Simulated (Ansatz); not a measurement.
`O[SiH2][NH][AlH2]` + dimethylamine → `CN(C)[SiH2]O` + `[NH2][AlH2]`  (ligand exchange at the Si–N bond)

Gas-phase electronic energies from Ansatz, PBE0-D4/def2-TZVP geometries. CCSD(T)/CBS adds triple-zeta CCSD(T) − MP2 to the extrapolated MP2 energy (def2 sets, frozen cores). This one scheme is used for every species. DFT in def2-TZVPP. B3LYP here is the variant with VWN-RPA as its local correlation; programs differ in this. One conformer a species, not always the lowest.

CCSD(T)/CBS gives +1.1 kcal/mol.

**Question.** Another level gave +1.4 kcal/mol. Which?
A. HF/def2-TZVPP
B. B3LYP-D4/def2-TZVPP
C. revPBE/def2-TZVPP
D. LDA (SPW92)/def2-TZVPP

**Answer.** C. revPBE 1.4, B3LYP-D4 0.4, HF/def2-TZVPP 3.4, LDA (SPW92) -0.9 kcal/mol.

Largest T1 diagnostic among the species: 0.012.

From BLYP to BHLYP (50 % exact exchange), in def2-TZVPP and without D4, ΔE moves by +0.8 kcal/mol. Leaving LDA and LC-ωPBE aside and taking each functional with its dispersion term where it has one, the values, not all of them listed here, spread over 1.6 kcal/mol, from BLYP-D4 to B97M-V. LDA lies −1.7 kcal/mol from PBE without D4.
